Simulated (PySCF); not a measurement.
**C₆ coefficients of unlike pairs at PBE0**

Calculated with PySCF 2.14 from the dipole response of each species, C₆(A,B) = (3/π) ∫ α_A(iu) α_B(iu) du, in atomic units, from isotropic polarisabilities. For ions this is the dispersion term alone; charge-induced terms of lower order in 1/R come first.

```json
{"species": "Sb+", "configuration": "[Kr] 4d10 5s2 5p2 (3P)", "basis": "x2c-QZVPPall with one added diffuse shell each of s, p, d, f type (14s10p8d5f1g)", "relativity": "spin-free X2C", "α (bohr³)": "25.13", "C₆ (like pair)": "208.1"}
{"species": "O+", "configuration": "[He] 2s2 2p3 (4S)", "basis": "dyall-av3z (15s9p3d2f)", "relativity": "none", "α (bohr³)": "2.633", "C₆ (like pair)": "5.130"}
{"species": "V(2+)", "configuration": "[Ar] 3d3 (4F)", "basis": "aug-cc-pwCVTZ-DK (10s9p7d4f3g)", "relativity": "spin-free X2C", "α (bohr³)": "4.636", "C₆ (like pair)": "14.00"}
{"species": "Ni(2+)", "configuration": "[Ar] 3d8 (3F)", "basis": "def2-TZVPPD (6s6p4d2f1g)", "relativity": "none", "α (bohr³)": "2.450", "C₆ (like pair)": "5.570"}
```

(1) Estimate C₆ for V(2+) with Sb+.

No spin-orbit coupling is included.

The other pairs:

```json
{"pair": "Ni(2+), V(2+)", "C₆": "8.659"}
{"pair": "V(2+), O+", "C₆": "8.462"}
{"pair": "O+, Sb+", "C₆": "30.68"}
{"pair": "Ni(2+), O+", "C₆": "5.203"}
{"pair": "Ni(2+), Sb+", "C₆": "29.94"}
```

Results:

(1) The integral gives 50.91. The combination rule 2 C_A C_B / (C_A α_B/α_A + C_B α_A/α_B) gives 51.00 and the geometric mean 53.99.
